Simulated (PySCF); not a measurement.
Energy of Re²⁺ (rhenium, charge +2) between two integer charges

The 5d alpha orbital of [Xe] 4f14 5d5 is emptied in steps (occupation f), with all orbitals relaxed, ending at [Xe] 4f14 5d4. Computed with PySCF 2.14 in aug-cc-pVDZ-PP with ECP60MDF (5s5p4d2f, 54 functions), with a scalar-relativistic core potential. The exact energy is a straight line in f; departures are measured from the line between the end points of the same method.

Question: Among UHF, LDA, PBE, which shows the largest delocalisation error (convex curve), and which is closest to linear?

Answer: Most convex: LDA (-1.463 eV at f = 0.5); closest to linear: UHF (0.216 eV).

```csv
f,UHF (eV),LDA (eV),PBE (eV)
1,0.000,0.000,0.000
0.9,0.081,-0.521,-0.512
0.7,0.185,-1.222,-1.200
0.5,0.216,-1.463,-1.434
0.3,0.178,-1.234,-1.208
0.1,0.075,-0.531,-0.519
0,0.000,0.000,0.000
```

```csv
method,E(f=0) − E(f=1) (eV),−ε at f=1 (eV),−ε at f=0.5 (eV)
UHF,27.288,28.195,27.268
LDA,28.610,22.839,28.574
PBE,28.422,22.749,28.397
```

Reference removal energy between the ground levels: 27 ± 1.6 eV (theoretical estimate listed by NIST; NIST Atomic Spectra Database, ionization energies). The calculation has no spin-orbit coupling. The determinant left behind need not be the lowest term of the ion. UHF lacks correlation.
